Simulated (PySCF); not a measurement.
C₂H₅O, multiplicity 2. Atoms are numbered in the order given.

```xyz
8

C      1.2027    -0.1669    -0.0115
O     -0.0009     0.0551     0.5470
C     -1.0786     0.0676    -0.3605
H      1.3358     0.0579    -1.0654
H      2.0270    -0.1262     0.6858
H     -0.9299     0.8330    -1.1311
H     -1.1926    -0.9091    -0.8424
H     -1.9775     0.2993     0.2088
```
Charge 0, spin multiplicity 2.

Coordinates come from a PBE0-D3(BJ)/def2-TZVP optimisation. The isomer is the one that the SMILES or the coordinates give; other isomers of the formula were not compared.

All values below come from PBE0-D3(BJ)/def2-TZVP run with PySCF.

No scaling factor is applied to the harmonic values.

```json
[
 {"mode": "1", "ν (cm⁻¹)": "166", "IR (km/mol)": "2.2", "moving atoms (share of kinetic energy)": "H 90 %"},
 {"mode": "2", "ν (cm⁻¹)": "293", "IR (km/mol)": "4.9", "moving atoms (share of kinetic energy)": "H 79 %, O 15 %"},
 {"mode": "3", "ν (cm⁻¹)": "430", "IR (km/mol)": "3.9", "moving atoms (share of kinetic energy)": "H 39 %, C 36 %, O 25 %"},
 {"mode": "4", "ν (cm⁻¹)": "548", "IR (km/mol)": "54.0", "moving atoms (share of kinetic energy)": "H 76 %, C 23 %"},
 {"mode": "5", "ν (cm⁻¹)": "996", "IR (km/mol)": "32.0", "moving atoms (share of kinetic energy)": "C 57 %, O 23 %, H 21 %"},
 {"mode": "6", "ν (cm⁻¹)": "1139", "IR (km/mol)": "5.1", "moving atoms (share of kinetic energy)": "H 78 %, C 21 %"},
 {"mode": "7", "ν (cm⁻¹)": "1172", "IR (km/mol)": "1.5", "moving atoms (share of kinetic energy)": "H 77 %, C 18 %"},
 {"mode": "8", "ν (cm⁻¹)": "1257", "IR (km/mol)": "18.8", "moving atoms (share of kinetic energy)": "H 59 %, C 23 %, O 18 %"},
 {"mode": "9", "ν (cm⁻¹)": "1316", "IR (km/mol)": "158.3", "moving atoms (share of kinetic energy)": "O 49 %, C 36 %, H 15 %"},
 {"mode": "10", "ν (cm⁻¹)": "1453", "IR (km/mol)": "1.2", "moving atoms (share of kinetic energy)": "H 91 %"},
 {"mode": "11", "ν (cm⁻¹)": "1482", "IR (km/mol)": "9.1", "moving atoms (share of kinetic energy)": "H 96 %"},
 {"mode": "12", "ν (cm⁻¹)": "1492", "IR (km/mol)": "4.9", "moving atoms (share of kinetic energy)": "H 90 %, C 9 %"},
 {"mode": "13", "ν (cm⁻¹)": "1501", "IR (km/mol)": "19.3", "moving atoms (share of kinetic energy)": "H 84 %, C 13 %"},
 {"mode": "14", "ν (cm⁻¹)": "3018", "IR (km/mol)": "51.4", "moving atoms (share of kinetic energy)": "H 97 %"},
 {"mode": "15", "ν (cm⁻¹)": "3082", "IR (km/mol)": "43.0", "moving atoms (share of kinetic energy)": "H 90 %, C 10 %"},
 {"mode": "16", "ν (cm⁻¹)": "3131", "IR (km/mol)": "19.5", "moving atoms (share of kinetic energy)": "H 96 %"},
 {"mode": "17", "ν (cm⁻¹)": "3154", "IR (km/mol)": "17.3", "moving atoms (share of kinetic energy)": "H 91 %, C 9 %"},
 {"mode": "18", "ν (cm⁻¹)": "3281", "IR (km/mol)": "9.8", "moving atoms (share of kinetic energy)": "H 89 %, C 11 %"}
]
```
